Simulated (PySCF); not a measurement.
A structure optimised at PBE-D3(BJ)/def2-SVP, used in a PySCF frequency run:

```
Ga
O 1 1.7979
H 2 0.9756 1 111.81
C 1 1.9527 2 121.94 3 -179.86
H 4 1.1062 1 109.81 2 -2.58
H 4 1.1072 5 109.72 1 120.77
H 4 1.1074 5 109.57 6 118.83
Cl 1 2.1798 2 114.32 3 0.06
```
Charge 0, spin multiplicity 1.

Task: Write its SMILES and formula.

Result: [CH3][Ga]([OH])[Cl], CH₄ClGaO

Task: What are its rotational constants (standard atomic weights)?

Result: 5.4355, 2.7676, 1.8557 GHz
